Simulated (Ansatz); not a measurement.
Reaction: CH4FSi (SMILES F[CH][SiH3], doublet) → CH4FSi (SMILES [CH2][SiH2]F, doublet)
Each species at its own B3LYP-D3(BJ)/def2-TZVP minimum (Ansatz, a quantum-chemistry and plane-wave program).

Total energies in hartree (Ansatz). Open shells are spin-unrestricted; no spin-orbit coupling. Cores are frozen in correlated methods. No relativity.

| species | HF/cc-pV(T+d)Z | CCSD(T)/cc-pV(T+d)Z | HF/cc-pV(Q+d)Z | CCSD(T)/cc-pV(Q+d)Z | CCSD(T)/cc-pV(D+d)Z | CCSDT(Q)/cc-pV(D+d)Z |
|---|---|---|---|---|---|---|
| 1: CH4FSi (SMILES F[CH][SiH3], doublet) | -428.57740 | -429.14871 | -428.59245 | -429.20393 | -428.96898 | -428.97084 |
| 2: CH4FSi (SMILES [CH2][SiH2]F, doublet) | -428.66621 | -429.23317 | -428.68267 | -429.29058 | -429.04412 | -429.04575 |

Work out the isomerisation energy (electronic) in kcal/mol: take Hartree-Fock from cc-pV(Q+d)Z, extrapolate the CCSD(T) correlation energy as X^-3 (X = 3, 4), and add CCSDT(Q) - CCSD(T) in cc-pV(D+d)Z. 1 hartree = 627.51 kcal/mol.


Species 1: correlation (64·(-0.61148) - 27·(-0.57131))/37 = -0.64079; step -0.00186; E1 = -428.59245 + (-0.64079) + (-0.00186) = -429.23510
Species 2: correlation (64·(-0.60791) - 27·(-0.56696))/37 = -0.63779; step -0.00163; E2 = -428.68267 + (-0.63779) + (-0.00163) = -429.32209
-1·E1 +1·E2 = -0.08699 hartree = -54.6 kcal/mol.
